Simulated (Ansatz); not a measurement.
One change: `[OH][Ga]([SH])[SH]` becomes `[OH][In]([SH])[SH]`.

Ansatz, PBE0-D4/def2-TZVP geometries, multiplicity 1. Each molecule was computed in one conformer, which needn't be the lowest.

Elements past krypton have def2 core potentials. Scalar relativity is left out up to krypton.

| property | `[OH][Ga]([SH])[SH]` |
| --- | --- |
| LUMO energy (PBE0/def2-TZVPP) / eV | -0.87 |
| ideal-gas entropy at 298 K and 1 bar (rigid rotor, harmonic PBE0-D4/def2-TZVP) / J/(mol·K) | 359 |
| HOMO–LUMO gap (ωB97M-V/def2-TZVPP) / eV | 10.76 |
| size of the dipole moment (B3LYP/def2-TZVPP) / D | 1.80 |
| LUMO energy (B3LYP/def2-TZVPP) / eV | -1.19 |
| zero-point energy (PBE0-D4/def2-TZVP) / kJ/mol | 85.1 |

Problem. What does the change do to each property? (Best estimate.)

Solution. The calculation gave: 
```
                                                                                  property  `[OH][In]([SH])[SH]`  shift
                                                        LUMO energy (PBE0/def2-TZVPP) / eV                 -1.74  -0.87
ideal-gas entropy at 298 K and 1 bar (rigid rotor, harmonic PBE0-D4/def2-TZVP) / J/(mol·K)                   375     16
                                                   HOMO–LUMO gap (ωB97M-V/def2-TZVPP) / eV                  9.94  -0.82
                                          size of the dipole moment (B3LYP/def2-TZVPP) / D                  0.66  -1.14
                                                       LUMO energy (B3LYP/def2-TZVPP) / eV                 -2.04  -0.85
                                            zero-point energy (PBE0-D4/def2-TZVP) / kJ/mol                  82.5   -2.6
```

Dipoles are sizes alone; their direction can turn.

B3LYP here is the variant with VWN-RPA as its local correlation; programs differ in this.
